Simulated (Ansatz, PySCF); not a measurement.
Pair of molecules: HF (SMILES F) (first 2 atoms) with C2H4 (SMILES C=C); geometry from B3LYP-D3(BJ)/def2-TZVP, rigid monomers moved along the line of their centres of mass till H2···C3 is 3.96 Å.
(charge 0, multiplicity 1):
```xyz
8

F     -0.234     0.856     0.585
H     -0.168     0.555     1.469
C     -0.421    -0.326     5.324
C      0.622    -1.080     4.991
H     -0.298     0.694     5.669
H     -1.435    -0.703     5.273
H      0.499    -2.102     4.656
H      1.636    -0.706     5.051
```

Counterpoise-corrected where a basis set is named; no monomer relaxation.

Cores are frozen in the correlated methods. CBS: X⁻³ extrapolation of the correlation energy, Hartree–Fock from the larger set.

Codes used: Ansatz (an electronic-structure program); PySCF for the dispersion terms. Values without a source in brackets are computed.

PBE/def2-TZVPPD gives -0.91 kcal/mol for the interaction energy.

**Question.** Where do these levels fall relative to PBE: PBE-D3(BJ)/def2-TZVPPD, r2SCAN/def2-TZVPPD, B3LYP/def2-TZVPPD, wB97M-V/def2-TZVPPD, MP2/CBS(aug-cc-pVDZ, aug-cc-pVTZ), MP2/CBS(aug-cc-pVDZ, aug-cc-pVTZ) + ΔCCSD(T)/aug-cc-pVDZ.

**Answer.** PBE-D3(BJ)/def2-TZVPPD -0.13; r2SCAN/def2-TZVPPD 0.02; B3LYP/def2-TZVPPD 0.12; wB97M-V/def2-TZVPPD -0.07; MP2/CBS(aug-cc-pVDZ, aug-cc-pVTZ) -0.06; MP2/CBS(aug-cc-pVDZ, aug-cc-pVTZ) + ΔCCSD(T)/aug-cc-pVDZ -0.02 kcal/mol. 2 of 6 lie above PBE; the widest gap is to PBE-D3(BJ)/def2-TZVPPD.
